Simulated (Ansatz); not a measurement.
Reaction (ligand exchange at the Si–N bond): `O[SiH2]N[Si](O)(O)O` + `[NH2][GeH2][OH]` → `O[SiH2][NH][GeH2][OH]` + `N[Si](O)(O)O`

Program: Ansatz. Geometries: PBE0-D4/def2-TZVP. ΔE: electronic, gas phase. CCSD(T)/CBS is the MP2 limit (def2-TZVPP, def2-QZVPP) plus CCSD(T) − MP2 in def2-TZVPP, frozen cores. DFT in def2-TZVPP. For Ge outer-core shells are correlated without core-valence functions, which leaves a few kJ/mol of doubt a bond. Scalar relativity is left out up to krypton. One conformer a species, not always the lowest.

```tsv
species	r2SCAN energy (Eh)
`O[SiH2]N[Si](O)(O)O`	-939.09520
`[NH2][GeH2][OH]`	-2210.00069
`O[SiH2][NH][GeH2][OH]`	-2575.98720
`N[Si](O)(O)O`	-573.11099
```

Work out ΔE.

ΔE = (-2575.98720) + (-573.11099) − (-939.09520) − (-2210.00069) = -0.00230 Eh = -0.06 eV. CCSD(T)/CBS gives -0.07 eV.

Largest T1 diagnostic among the species: 0.012.

In def2-TZVPP, CCSD(T) changes the Hartree–Fock value by −0.03 eV (the triples alone add −0.00 eV) and MP2 by −0.04 eV.
